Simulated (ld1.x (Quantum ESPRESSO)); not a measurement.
**Which change was made? (Ru, TM)**

Ru, norm-conserving Troullier–Martins (Kleinman–Bylander form), made with ld1.x (Quantum ESPRESSO) 7.5 (LDA (PZ), scalar-relativistic). Core [Ar] 3d10 4s2, reference 4p6 4d7 5s1 5p0. Waves: 5s (bound): rc 2.85 bohr; 4d (bound): rc 1.90 bohr; 4p (bound): rc 1.90 bohr. Local part: the p channel. Core correction: none.

Cutoffs, loose and tight: the cutoffs (Ry, on a coarse ladder) from which the occupation-weighted sum of valence levels, in a spherical-Bessel basis at the reference potential, stays within 10 and 1 mRy of its value at 400 Ry. They do not see the model core or the augmentation charge, which bear on the density cutoff. Test errors are all-electron minus pseudo excitation energies from the reference, over the configurations 4p6 4d7 5s0 5p0; 4p6 4d6 5s0 5p0; 4p6 4d5 5s0 5p0; 4p6 4d4 5s0 5p0; 4p5 4d7 5s1 5p0; 4p6 4d8 5s0 5p0; 4p6 4d7 5s0 5p1 (two spin-polarised tests are not counted in the largest error); variants that change the core or the reference have their own tests.

The base gives: outcome: generated; cutoff, loose: 50 Ry; cutoff, tight: 60 Ry; bound ghosts: s; largest test error (meV): +195.

Problem. After one change the result is: outcome: generated; cutoff, loose: 35 Ry; cutoff, tight: 55 Ry; bound ghosts: s; largest test error (meV): -185. Which change was it?
A. all radii scaled by about 1.33 (s 3.80, p 2.52, d 2.52 bohr)
B. all radii scaled by about 1.17 (s 3.32, p 2.22, d 2.22 bohr)
C. all radii scaled by about 0.82 (s 2.34, p 1.56, d 1.56 bohr)
D. all radii scaled by about 0.75 (s 2.14, p 1.42, d 1.42 bohr)

Solution. A. The others give: all radii scaled by about 0.82 (s 2.34, p 1.56, d 1.56 bohr) → outcome: generated; cutoff, loose: 55 Ry; cutoff, tight: 90 Ry; bound ghosts: s; largest test error (meV): +141 | all radii scaled by about 0.75 (s 2.14, p 1.42, d 1.42 bohr) → outcome: generated; cutoff, loose: 70 Ry; cutoff, tight: 110 Ry; bound ghosts: s; largest test error (meV): +97 | all radii scaled by about 1.17 (s 3.32, p 2.22, d 2.22 bohr) → outcome: generated; cutoff, loose: 40 Ry; cutoff, tight: 60 Ry; bound ghosts: s; largest test error (meV): -118.
